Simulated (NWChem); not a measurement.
System meant: CH₃Zn cation; SMILES [CH3][Zn+]

The following NWChem deck was run.

```
start job
memory heap 200 mb stack 900 mb global 1100 mb
charge 1
geometry units angstroms noautoz
  Zn     0.000000     0.000000    -0.461010
  C      0.000000     0.000000     1.508373
  H      0.749202     0.749202     1.798350
  H      0.274227    -1.023429     1.798350
  H     -1.023429     0.274227     1.798350
end
basis spherical
  Zn library 6-31g*
  C library 6-31g*
  H library 6-31g*
end
dft
  xc b3lyp
  iterations 150
end
tddft
  cis
  nroots 4
  notriplet
end
task tddft energy
```

End of the output:

```
 Vector   22  Occ=0.000000D+00  E=-2.230537D-01  Symmetry=e
              MO Center=  1.1D-02, -1.9D-03, -5.2D-01, r^2= 4.1D+00
   Bfn.  Coefficient  Atom+Function         Bfn.  Coefficient  Atom+Function
  ----- ------------  ---------------      ----- ------------  ---------------
    11      0.591718  1 Zn px                15      0.480678  1 Zn px
    12     -0.186742  1 Zn py                54      0.166804  5 H  s
    16     -0.151698  1 Zn py                 7     -0.126238  1 Zn px
    52     -0.089748  4 H  s                 37     -0.077476  2 C  px
    50     -0.077056  3 H  s                 53      0.072818  5 H  s

 center of mass
 --------------
 x =   0.00000000 y =   0.00000000 z =  -0.17183402

 moments of inertia (a.u.)
 ------------------
         185.403605141248          -0.000000000000           0.000000000000
          -0.000000000000         185.403605141248          -0.000000000000
           0.000000000000          -0.000000000000          12.120817967727

     Multipole analysis of the density
     ---------------------------------

     L   x y z        total         alpha         beta         nuclear
     -   - - -        -----         -----         ----         -------
     0   0 0 0      1.000000    -19.000000    -19.000000     39.000000

     1   1 0 0     -0.000000     -0.000000     -0.000000      0.000000
     1   0 1 0     -0.000000     -0.000000     -0.000000      0.000000
     1   0 0 1     -0.497184     -0.248592     -0.248592      0.000000

     2   2 0 0    -12.420332     -9.216843     -9.216843      6.013354
     2   1 1 0      0.000000      0.000000      0.000000      0.000000
     2   1 0 1     -0.000001     -0.000000     -0.000000      0.000000
     2   0 2 0    -12.420332     -9.216843     -9.216843      6.013354
     2   0 1 1     -0.000000     -0.000000     -0.000000      0.000000
     2   0 0 2     -8.210394    -57.170376    -57.170376    106.130359

 ------------------------------------------------------------------------
 tddft_init: non-Abelian symmetry not permitted                   0
 ------------------------------------------------------------------------
 ------------------------------------------------------------------------
  current input line :
    25: task tddft energy
 ------------------------------------------------------------------------
 ------------------------------------------------------------------------
 There is an error related to the specified geometry
 ------------------------------------------------------------------------
 For more information see the NWChem manual at https://nwchemgit.github.io

0:tddft_init: non-Abelian symmetry not permitted:Received an Error in Communication
```

Problem. What is wrong, and how is it mended?

Solution. The run crashed. Cause: the TDDFT module takes Abelian point groups alone, and the geometry was found to have a non-Abelian one. This input runs:
```
start job
memory heap 200 mb stack 900 mb global 1100 mb
charge 1
geometry units angstroms noautosym nocenter noautoz
  Zn     0.000000     0.000000    -0.461010
  C      0.000000     0.000000     1.508373
  H      0.749202     0.749202     1.798350
  H      0.274227    -1.023429     1.798350
  H     -1.023429     0.274227     1.798350
end
basis spherical
  * library 6-31g*
end
dft
  xc b3lyp
  iterations 150
end
tddft
  cis
  nroots 4
  notriplet
end
task tddft energy
```
It converges to -1818.71227 Ha (B3LYP/6-31G* (spherical d), TDA).
